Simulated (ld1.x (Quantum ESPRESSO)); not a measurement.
**Which change was made? (La, TM)**

lanthanum (La), norm-conserving Troullier–Martins (Kleinman–Bylander form), made with ld1.x (Quantum ESPRESSO) 7.5 (PBE, scalar-relativistic). Core [Xe], reference 4f0 5d1 6s2 6p0. Waves: 6s (bound): rc 3.20 bohr; 6p (bound, empty): rc 3.90 bohr; 4f (bound, empty): rc 1.50 bohr; 5d (bound): rc 2.65 bohr. Local part: the d channel. Core correction: a·sin(br)/r model core, default radius (core density twice the valence density).

Cutoffs, loose and tight: the cutoffs (Ry, on a coarse ladder) from which the occupation-weighted sum of valence levels, in a spherical-Bessel basis at the reference potential, stays within 10 and 1 mRy of its value at 400 Ry. They do not see the model core or the augmentation charge, which bear on the density cutoff. Test errors are all-electron minus pseudo excitation energies from the reference, over the configurations 4f0 5d1 6s1 6p0; 4f0 5d1 6s0 6p0; 4f0 5d1 6s1.5 6p0; 4f0 5d1 6s1 6p1; 4f1 5d0 6s2 6p0; 4f0 5d1 6s0 6p1; 4f0 5d0 6s2 6p0; variants that change the core or the reference have their own tests. The largest error is taken over the tests solved by every variant that gives reliable tests at all, those not shown here included: 4f0 5d0 6s2 6p0; 4f0 5d1 6s0 6p0; 4f0 5d1 6s1 6p0; 4f0 5d1 6s1.5 6p0.

The base gives: outcome: generated; cutoff, loose: 10 Ry; cutoff, tight: 15 Ry; bound ghosts: s, p; largest test error (meV): -101.

(1) After one change the result is: outcome: generated; cutoff, loose: 10 Ry; cutoff, tight: 15 Ry; bound ghosts: s, p, d; largest test error (meV): -43. Which change was it?
A. local potential the f channel
B. wave 6p (bound): rc 3.90 bohr becomes 6p (bound): rc 2.94 bohr
C. core [Kr] 4d10 5s2, valence charge 9; reference 4f0 5p6 5d1 6s2 6p0; waves now 6s (bound): rc 4.00 bohr; 5d (bound): rc 2.25 bohr; 4f (bound): rc 1.00 bohr; 5p (bound): rc 2.50 bohr; local potential the p channel; core correction Bessel-smoothed model core inside 0.45 bohr

## Answers

(1) A. The others give: wave 6p (bound): rc 3.90 bohr becomes 6p (bound): rc 2.94 bohr → outcome: generated; cutoff, loose: 10 Ry; cutoff, tight: 15 Ry; bound ghosts: p, s; largest test error (meV): -101 | core [Kr] 4d10 5s2, valence charge 9; reference 4f0 5p6 5d1 6s2 6p0; waves now 6s (bound): rc 4.00 bohr; 5d (bound): rc 2.25 bohr; 4f (bound): rc 1.00 bohr; 5p (bound): rc 2.50 bohr; local potential the p channel; core correction Bessel-smoothed model core inside 0.45 bohr → outcome: generated; cutoff, loose: 18 Ry; cutoff, tight: 30 Ry; bound ghosts: s; largest test error (meV): -57 over the solved tests; 2 of 7 tests not solved or not reliable.
